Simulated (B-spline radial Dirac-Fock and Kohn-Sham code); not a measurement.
# Two-hole binding energies of Sc²⁺

System: scandium as Sc²⁺, 1s2 2s2 2p6 3s2 3p6 3d1, inside a Watson sphere of charge -2 and radius 3 Å (a model of the Madelung potential; inside it an electron's potential energy is raised by 9.6 eV).

The computed values come from a B-spline atomic structure program: Dirac-Fock energy differences between relaxed states, corrected for Breit and QED terms. U is the two-hole binding energy less the two single-hole energies, the effective repulsion of the holes after relaxation. Each two-hole energy is an average over J within one jj subconfiguration.

```csv
holes,E(a) (eV),E(b) (eV),E(ab) (eV),U (eV)
1s⁻¹ 2p1/2⁻¹,4508.1,422.8,5007.7,76.9
1s⁻¹ 3p1/2⁻¹,4508.1,46.96,4578.4,23.4
1s⁻¹ 3p3/2⁻¹,4508.1,46.46,4577.7,23.2
2s⁻²,518.2,518.2,1088.0,51.6
2s⁻¹ 2p1/2⁻¹,518.2,422.8,987.8,46.8
2s⁻¹ 2p3/2⁻¹,518.2,418.3,983.1,46.6
2p1/2⁻²,422.8,422.8,904.6,59.0
2p1/2⁻¹ 2p3/2⁻¹,422.8,418.3,?,?
2p3/2⁻²,418.3,418.3,892.5,55.9
2s⁻¹ 3p1/2⁻¹,518.2,46.96,586.9,21.8
2s⁻¹ 3p3/2⁻¹,518.2,46.46,586.3,21.7
2p3/2⁻¹ 3p1/2⁻¹,418.3,46.96,487.4,22.1
3p1/2⁻²,46.96,46.96,112.6,18.6
3p3/2⁻²,46.46,46.46,110.7,17.8
```

Problem. Give the missing two-hole energy and U.

Solution. E(ab) = 895.9 eV and U = 54.8 eV.
